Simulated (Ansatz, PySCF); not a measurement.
Molecule: sum formula SiHCl$_{2}$, charge 0, multiplicity 2. It need not be the lowest isomer of its formula. 
Coordinates optimised at B3LYP-D3(BJ)/def2-TZVP (Ansatz, an electronic-structure program):
```
Si
H 1 1.4859
Cl 1 2.0620 2 107.71
Cl 1 2.0620 2 107.71 3 118.80
```
Charge 0, spin multiplicity 2.

Total electronic energies in hartree. Correlated levels leave the core frozen unless marked. Open shells are spin-unrestricted. Spin-orbit coupling is left out. Non-relativistic unless marked X2C. FCI takes restricted orbitals. CBS marks a two-point X^-3 extrapolation of the correlation energy; Hartree-Fock from the larger set. [CCSD(T)-MP2]/basis is that difference in the basis named.

```tsv
level	program	energy (Eh)
HF/STO-3G	Ansatz	-1195.40629
HF/6-31G*	Ansatz	-1208.51989
RI-HF/cc-pV(T+d)Z	Ansatz	-1208.63823
M06-L-D4/def2-TZVPD	PySCF + dftd4	-1210.56584
r2SCAN-D4/def2-TZVPD	Ansatz + dftd4	-1210.49964
PBE0/STO-3G	Ansatz	-1196.77137
PBE0-D3(BJ)/def2-TZVPD	Ansatz + dftd3	-1210.16292
PBE0-D4/def2-TZVP	Ansatz + dftd4	-1210.16132
PBE0-D4/def2-TZVPD	Ansatz + dftd4	-1210.16273
BHLYP/def2-TZVPD	Ansatz	-1210.58289
r2SCAN0-D4/def2-TZVPD	Ansatz + dftd4	-1210.48937
LC-wPBE-D3(BJ)/def2-TZVPD	Ansatz + dftd3	-1210.24114
LC-wPBE/def2-TZVPD	Ansatz	-1210.23681
RPA@PBE/cc-pV(T+d)Z	Ansatz	-1209.41364
MP2/aug-cc-pV(D+d)Z	Ansatz	-1208.97830
MP2/aug-cc-pV(T+d)Z	Ansatz	-1209.12319
RI-MP2/aug-cc-pV(Q+d)Z	Ansatz	-1209.17424
SCS-MP2/cc-pV(D+d)Z	Ansatz	-1208.93187
CCSD/aug-cc-pV(D+d)Z	Ansatz	-1209.01558
CCSD(T)/aug-cc-pV(T+d)Z	Ansatz	-1209.18852
X2C-CCSD(T)/cc-pVTZ-DK	Ansatz	-1212.58765
FCI/STO-3G	Ansatz	-1195.45676
RI-MP2/CBS(aug-cc-pV(T+d)Z,aug-cc-pV(Q+d)Z)+[CCSD(T)-MP2]/aug-cc-pV(T+d)Z	Ansatz	-1209.2701
```

Totals of different functionals don't rank their quality; only differences between species are comparable.
